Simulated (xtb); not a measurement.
C6H13, doublet, at a GFN2-xTB geometry; GFN2-xTB (xtb 6.7.1).

xtb was given this input:
```
$ xtb mol.xyz --gfn 2 --uhf 1 --acc 30 --json

# file mol.xyz
19

C     -2.98430396    -0.66041146    -0.04973240
C     -1.58600614    -0.51915247     0.38081968
C     -0.85691671     0.60359329    -0.40073596
C      0.57074552     0.84124676     0.08712427
C      1.52002337    -0.31817981    -0.20726247
C      2.95401446     0.02034191     0.18271071
H     -3.22259204    -1.20158113    -0.94514443
H     -3.76064498    -0.08153014     0.41167488
H     -1.53785710    -0.27248627     1.44434508
H     -1.04629639    -1.45351122     0.20928618
H     -0.84553535     0.34537543    -1.46144559
H     -1.43041506     1.52616864    -0.28778204
H      0.55920612     1.03502542     1.16245642
H      0.95525016     1.73927111    -0.40434564
H      1.48038554    -0.55392746    -1.27334677
H      1.20274833    -1.20545720     0.34319572
H      3.61586505    -0.81709521    -0.02581457
H      3.01601134     0.25037650     1.24428674
H      3.30853527     0.88474228    -0.37490878
```

What the program printed (banner, timings and long lists left out):

```
   ID    Z sym.   atoms
    1    6 C      1-6
    2    1 H      7-19

           -------------------------------------------------
          |                Calculation Setup                |
           -------------------------------------------------

           -------------------------------------------------
          |                 G F N 2 - x T B                 |
           -------------------------------------------------

          ...................................................
          :                      SETUP                      :
          :.................................................:
          :  # basis functions                  37          :
          :  # atomic orbitals                  37          :
          :  # shells                           25          :
          :  # electrons                        37          :
          :  max. iterations                   250          :
          :  Hamiltonian                  GFN2-xTB          :
          :  restarted?                      false          :
          :  GBSA solvation                  false          :
          :  PC potential                    false          :
          :  electronic temp.          300.0000000     K    :
          :  accuracy                   30.0000000          :
          :  -> integral cutoff          0.2000000E+02      :
          :  -> integral neglect         0.3000000E-06      :
          :  -> SCF convergence          0.3000000E-04 Eh   :
          :  -> wf. convergence          0.3000000E-02 e    :
          :  Broyden damping             0.4000000          :
          :  net charge                          0          :
          :  unpaired electrons                  1          :
          ...................................................

 iter      E             dE          RMSdq      gap      omega  full diag
   1    -19.6377618 -0.196378E+02  0.279E+00   10.34       0.0  T
   2    -19.6859288 -0.481670E-01  0.154E+00   10.17       1.0  T
   3    -19.6869465 -0.101772E-02  0.744E-01   10.43       1.0  T
   4    -19.6870884 -0.141833E-03  0.111E-01   10.35       1.0  T
   5    -19.6871337 -0.452963E-04  0.530E-02   10.38       1.0  T
   6    -19.6871341 -0.473462E-06  0.984E-03   10.37       2.3  T
   7    -19.6871343 -0.165501E-06  0.145E-03   10.37      15.8  T

   *** convergence criteria satisfied after 7 iterations ***

         :::::::::::::::::::::::::::::::::::::::::::::::::::::
         ::                     SUMMARY                     ::
         :::::::::::::::::::::::::::::::::::::::::::::::::::::
         :: total energy             -19.392111783440 Eh    ::
         :: gradient norm              0.000064195068 Eh/a0 ::
         :: HOMO-LUMO gap             10.374873843776 eV    ::
         ::.................................................::
         :: SCC energy               -19.687133893075 Eh    ::
         :: -> isotropic ES            0.004092153782 Eh    ::
         :: -> anisotropic ES          0.006165527443 Eh    ::
         :: -> anisotropic XC          0.013822664469 Eh    ::
         :: -> dispersion             -0.010297720643 Eh    ::
         :: repulsion energy           0.295022109635 Eh    ::
         :: add. restraining           0.000000000000 Eh    ::
         :: total charge              -0.000000000000 e     ::
         :::::::::::::::::::::::::::::::::::::::::::::::::::::

           -------------------------------------------------
          |                Property Printout                |
           -------------------------------------------------

    * Orbital Energies and Occupations

         #    Occupation            Energy/Eh            Energy/eV
      -------------------------------------------------------------
         1        2.0000           -0.6249856             -17.0067
       ...           ...                  ...                  ...
         7        2.0000           -0.5150214             -14.0144
[...]
                  HL-Gap            0.3812696 Eh           10.3749 eV
             Fermi-level           -0.2371995 Eh           -6.4545 eV

     #   Z          covCN         q      C6AA      α(0)
     1   6 C        2.835    -0.113    30.852     9.102
     2   6 C        3.801    -0.046    21.404     6.587
     3   6 C        3.801    -0.053    21.530     6.606
     4   6 C        3.802    -0.059    21.626     6.621
     5   6 C        3.800    -0.053    21.531     6.607
     6   6 C        3.752    -0.102    22.517     6.767
     7   1 H        0.926     0.029     2.607     2.525
     8   1 H        0.926     0.029     2.602     2.523
     9   1 H        0.924     0.037     2.489     2.467
    10   1 H        0.924     0.041     2.436     2.441
    11   1 H        0.924     0.033     2.543     2.494
    12   1 H        0.924     0.032     2.562     2.503
    13   1 H        0.924     0.032     2.551     2.498
    14   1 H        0.924     0.033     2.541     2.493
    15   1 H        0.924     0.030     2.586     2.515
    16   1 H        0.924     0.032     2.564     2.504
    17   1 H        0.925     0.033     2.541     2.493
    18   1 H        0.925     0.033     2.540     2.492
    19   1 H        0.925     0.033     2.547     2.496

 Mol. C6AA /au·bohr⁶  :       2452.630376
 Mol. C8AA /au·bohr⁸  :      51513.962493
 Mol. α(0) /au        :         74.732822

Wiberg/Mayer (AO) data.
largest (>0.10) Wiberg bond orders for each atom

 ---------------------------------------------------------------------------
     #   Z sym  total        # sym  WBO       # sym  WBO       # sym  WBO
 ---------------------------------------------------------------------------
     1   6 C    3.196 --     2 C    1.107     8 H    0.987     7 H    0.986
     2   6 C    3.997 --     1 C    1.107     9 H    0.969    10 H    0.960
                             3 C    0.943
     3   6 C    3.991 --     4 C    1.005    12 H    0.979    11 H    0.979
                             2 C    0.943
     4   6 C    3.997 --     5 C    1.009     3 C    1.005    13 H    0.977
                            14 H    0.973
     5   6 C    3.998 --     6 C    1.019     4 C    1.009    15 H    0.978
                            16 H    0.976
     6   6 C    3.997 --     5 C    1.019    18 H    0.988    19 H    0.988
                            17 H    0.988
     7   1 H    0.999 --     1 C    0.986
     8   1 H    0.999 --     1 C    0.987
     9   1 H    0.999 --     2 C    0.969
    10   1 H    0.998 --     2 C    0.960
    11   1 H    0.999 --     3 C    0.979
    12   1 H    0.999 --     3 C    0.979
    13   1 H    0.999 --     4 C    0.977
    14   1 H    0.999 --     4 C    0.973
    15   1 H    0.999 --     5 C    0.978
    16   1 H    0.999 --     5 C    0.976
    17   1 H    0.999 --     6 C    0.988
    18   1 H    0.999 --     6 C    0.988
    19   1 H    0.999 --     6 C    0.988
 ---------------------------------------------------------------------------

Topologies differ in total number of bonds
Writing topology from bond orders to xtbtopo.mol

molecular dipole:
                 x           y           z       tot (Debye)
 q only:        0.240       0.062       0.021
   full:        0.249       0.105      -0.008       0.687
molecular quadrupole (traceless):
                xx          xy          yy          xz          yz          zz
 q only:       -1.229      -0.520       0.620       0.013       0.043       0.610
  q+dip:       -2.481      -1.391       0.595      -0.071       0.869       1.886
   full:       -1.984      -1.124       0.646       0.044       0.438       1.338

           -------------------------------------------------
          | TOTAL ENERGY              -19.392111783440 Eh   |
          | GRADIENT NORM               0.000064195068 Eh/α |
          | HOMO-LUMO GAP              10.374873843776 eV   |
           -------------------------------------------------

normal termination of xtb
```
